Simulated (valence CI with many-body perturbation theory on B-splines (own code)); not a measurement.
# Level structure of Lu20+

Calculated by valence CI with perturbative core correlation (CI+MBPT): five valence electrons over a frozen Dirac-Fock core [Kr] 4d10, a basis of 7 s, 7 p, 7 d, 7 f, 4 g, 2 h functions for each j, with the one-electron correlation potential Σ1 (screened to all orders), the two-electron term Σ2, the three-electron term Σ3, Breit, model QED; selected single and double excitations, second order for the rest, scaled by the run's own slope (own B-spline code, finite nucleus).

No measured levels were compared; by estimate terms of the open shell hold to a few per cent of their energy, and close levels can change places. Among the levels kept, up to 1000 cm⁻¹ of a level comes from second order outside the variational space, and about a tenth of that is noise between levels of different J, which matters for small intervals. Only levels of the ground parity were solved; by the run's estimate the other parity begins above the list, which can be wrong where configurations are misplaced.

Levels 136 to 180 of 194, with energies above the lowest level, 4f⁵ ⁶H°_5/2. "Leading %" is the weight of the configuration and term that name the level; weights of strongly mixed levels are sums over their largest components and can fall short. In the jj column 3d3/2^4 stands for four electrons in 3d with j = 3/2.

```tsv
No.	Configuration	Term	J	E (cm⁻¹)	Leading %	Second component	Leading jj
136	4f⁵	⁴F°	9/2	143180	71	19 % 4f⁵ ²G°	4f5/2^2 4f7/2^3 (56 %)
137	4f⁵	⁴F°	3/2	143400	56	28 % 4f⁵ ²D°	4f5/2^2 4f7/2^3 (72 %)
138	4f⁵	²M°	19/2	144920	99		4f5/2^2 4f7/2^3 (90 %)
139	4f⁵	²I°	11/2	145750	42	40 % 4f⁵ ²H°	4f5/2 4f7/2^4 (43 %)
140	4f⁵	²I°	13/2	146310	81	8 % 4f⁵ ⁴H°	4f5/2^2 4f7/2^3 (65 %)
141	4f⁵	⁴F°	7/2	148430	39	29 % 4f⁵ ⁴D°	4f5/2^2 4f7/2^3 (34 %)
142	4f⁵	⁴F°	5/2	148930	35	29 % 4f⁵ ⁴D°	4f5/2 4f7/2^4 (43 %)
143	4f⁵	²G°	9/2	149290	36	25 % 4f⁵ ⁴I°	4f5/2^3 4f7/2^2 (47 %)
144	4f⁵	²I°	11/2	149310	64	17 % 4f⁵ ⁴I°	4f5/2^2 4f7/2^3 (42 %)
145	4f⁵	⁴S°	3/2	150430	38	26 % 4f⁵ ²P°	4f5/2 4f7/2^4 (35 %)
146	4f⁵	⁴I°	9/2	151700	45	23 % 4f⁵ ²G°	4f5/2^3 4f7/2^2 (46 %)
147	4f⁵	⁴D°	5/2	152290	44	19 % 4f⁵ ²D°	4f5/2^3 4f7/2^2 (45 %)
148	4f⁵	⁴I°	13/2	152790	53	30 % 4f⁵ ²I°	4f5/2^3 4f7/2^2 (51 %)
149	4f⁵	⁴D°	3/2	154650	66	10 % 4f⁵ ⁴S°	4f5/2^2 4f7/2^3 (50 %)
150	4f⁵	⁴I°	15/2	155060	57	38 % 4f⁵ ²K°	4f5/2^3 4f7/2^2 (47 %)
151	4f⁵	⁴D°	1/2	155410	92	7 % 4f⁵ ²P°	4f5/2^2 4f7/2^3 (68 %)
152	4f⁵	²G°	7/2	156530	66	16 % 4f⁵ ²F°	4f5/2^3 4f7/2^2 (38 %)
153	4f⁵	⁴I°	11/2	159350	51	35 % 4f⁵ ²I°	4f5/2^2 4f7/2^3 (69 %)
154	4f⁵	²F°	7/2	160540	33	30 % 4f⁵ ²G°	4f5/2^2 4f7/2^3 (35 %)
155	4f⁵	²K°	13/2	161590	55	40 % 4f⁵ ²I°	4f5/2^2 4f7/2^3 (68 %)
156	4f⁵	²G°	9/2	161900	50	15 % 4f⁵ ⁴G°	4f5/2^3 4f7/2^2 (57 %)
157	4f⁵	²H°	11/2	166700	50	24 % 4f⁵ ⁴G°	4f5/2^3 4f7/2^2 (49 %)
158	4f⁵	²F°	5/2	167400	66	26 % 4f⁵ ⁴F°	4f5/2^2 4f7/2^3 (70 %)
159	4f⁵	²L°	15/2	167430	43	30 % 4f⁵ ⁴I°	4f5/2^2 4f7/2^3 (78 %)
160	4f⁵	⁴F°	9/2	167990	59	16 % 4f⁵ ²H°	4f5/2^2 4f7/2^3 (60 %)
161	4f⁵	⁴F°	7/2	170000	22	21 % 4f⁵ ⁴D°	4f5/2 4f7/2^4 (36 %)
162	4f⁵	²I°	13/2	171260	36	34 % 4f⁵ ⁴I°	4f5/2 4f7/2^4 (60 %)
163	4f⁵	²I°	11/2	173570	51	36 % 4f⁵ ²H°	4f5/2^2 4f7/2^3 (40 %)
164	4f⁵	⁴F°	5/2	173670	38	29 % 4f⁵ ⁴G°	4f5/2^2 4f7/2^3 (46 %)
165	4f⁵	²G°	7/2	174840	62	18 % 4f⁵ ⁴G°	4f5/2^2 4f7/2^3 (74 %)
166	4f⁵	⁴F°	3/2	176830	86	8 % 4f⁵ ²D°	4f5/2 4f7/2^4 (40 %)
167	4f⁵	²H°	9/2	177150	68	24 % 4f⁵ ²G°	4f5/2^2 4f7/2^3 (41 %)
168	4f⁵	²L°	17/2	177170	85	12 % 4f⁵ ²M°	4f5/2 4f7/2^4 (67 %)
169	4f⁵	²H°	9/2	177600	61	29 % 4f⁵ ²G°	4f5/2^2 4f7/2^3 (61 %)
170	4f⁵	²L°	15/2	180610	51	39 % 4f⁵ ²K°	4f5/2 4f7/2^4 (62 %)
171	4f⁵	²I°	13/2	180940	78	15 % 4f⁵ ²K°	4f5/2 4f7/2^4 (56 %)
172	4f⁵	²F°	7/2	182560	38	36 % 4f⁵ ²G°	4f5/2^2 4f7/2^3 (50 %)
173	4f⁵	⁴G°	9/2	184540	44	35 % 4f⁵ ²G°	4f5/2 4f7/2^4 (58 %)
174	4f⁵	²H°	11/2	184650	42	29 % 4f⁵ ⁴G°	4f5/2^2 4f7/2^3 (49 %)
175	4f⁵	²F°	5/2	185290	68	13 % 4f⁵ ⁴F°	4f5/2^2 4f7/2^3 (44 %)
176	4f⁵	²H°	11/2	189380	40	33 % 4f⁵ ⁴G°	4f5/2 4f7/2^4 (54 %)
177	4f⁵	⁴G°	5/2	189600	56	32 % 4f⁵ ²F°	4f5/2 4f7/2^4 (48 %)
178	4f⁵	²P°	3/2	192010	82	10 % 4f⁵ ²D°	4f5/2^3 4f7/2^2 (44 %)
179	4f⁵	⁴G°	7/2	192120	53	28 % 4f⁵ ²G°	4f5/2^2 4f7/2^3 (46 %)
180	4f⁵	²G°	9/2	195520	52	26 % 4f⁵ ⁴G°	4f5/2 4f7/2^4 (60 %)
```

Names give the largest LS component (configuration and term), which can be under half, so a name can repeat, a term be missing and a line seem to break the LS rules; names also repeat where a configuration has a term twice.

Where two levels of one J and parity lie close, their mixing, g and order are uncertain.
